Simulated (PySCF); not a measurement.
CH₇ClOSi₂, SMILES [SiH3]CO[SiH2]Cl. Atoms are numbered in the order given.

```xyz
12

Si    -2.5339     0.7907    -0.2912
C     -0.9340     0.1048    -1.0899
O     -0.3635    -0.9492    -0.3052
Si     0.7998    -0.7324     0.8714
Cl     2.4423     0.2712     0.0672
H     -3.1046     1.8747    -1.1667
H     -2.2212     1.3591     1.0657
H     -3.5386    -0.3156    -0.1371
H     -1.1759    -0.3115    -2.0921
H     -0.2013     0.9266    -1.2658
H      1.2016    -2.1046     1.2976
H      0.3102     0.1095     2.0128
```

Geometry optimised at PBE-D3(BJ)/def2-SVP. The structure was generated by enumeration, and PubChem lists no compound with its InChIKey, so it may never have been made. One conformer was computed; it need not be the lowest.

Level of theory: PBE-D3(BJ)/def2-SVP (PySCF 2.14.0).

Frequencies are harmonic and unscaled.

```
mode  ν (cm⁻¹)  IR (km/mol)  Raman (Å⁴/amu)  depolarisation    moving atoms (share of kinetic energy)
----  --------  -----------  --------------  --------------  ----------------------------------------
1           27          0.5             0.5            0.70          Si 32 %, Cl 28 %, H 21 %, C 12 %
2           79          2.6             0.7            0.74  Si 30 %, H 28 %, Cl 16 %, O 14 %, C 12 %
3          122          0.9             0.3            0.29                   H 55 %, Si 29 %, Cl 8 %
4          164          2.0             0.9            0.56          H 51 %, C 19 %, Cl 14 %, Si 14 %
5          232          4.5             0.4            0.75                    O 39 %, H 35 %, C 18 %
6          305          8.3             2.0            0.74          O 57 %, Si 19 %, Cl 12 %, H 11 %
7          476          7.0             4.7            0.72                                    H 95 %
8          519         40.5            13.1            0.11                  Si 44 %, Cl 34 %, H 15 %
9          545         36.3            15.7            0.65           H 45 %, Si 32 %, Cl 10 %, C 8 %
10         614         46.0             7.0            0.74                           H 77 %, Si 16 %
11         706         19.5            14.1            0.74                                    H 90 %
12         715          8.8            11.1            0.42                   C 42 %, H 39 %, Si 18 %
13         756         34.0            10.6            0.45           O 28 %, Si 24 %, C 24 %, H 24 %
14         833         61.4             4.9            0.75                            H 66 %, C 25 %
15         863        419.6            13.9            0.64                           H 83 %, Si 14 %
16         886         44.1            10.6            0.61                           H 87 %, Si 12 %
17         904         43.2            28.1            0.74                                    H 97 %
18         914         15.5            18.4            0.75                                    H 96 %
19         922        129.9            12.1            0.70                                    H 93 %
20        1094        215.2             9.7            0.29                     O 52 %, C 36 %, H 9 %
21        1220         19.4             7.2            0.64                             H 85 %, C 8 %
22        1247          2.6             4.2            0.46                            H 78 %, C 16 %
23        1409          2.8            16.5            0.73                                    H 94 %
24        2160         63.9           199.3            0.10                                    H 98 %
25        2172         43.8            42.1            0.59                                    H 96 %
26        2180        123.5           173.0            0.11                                    H 97 %
27        2184        106.9            91.9            0.75                                    H 96 %
28        2230         97.3           155.6            0.27                                    H 96 %
29        2943         22.8            92.6            0.07                                    H 94 %
30        3009          9.1            97.1            0.55                             H 91 %, C 9 %
```
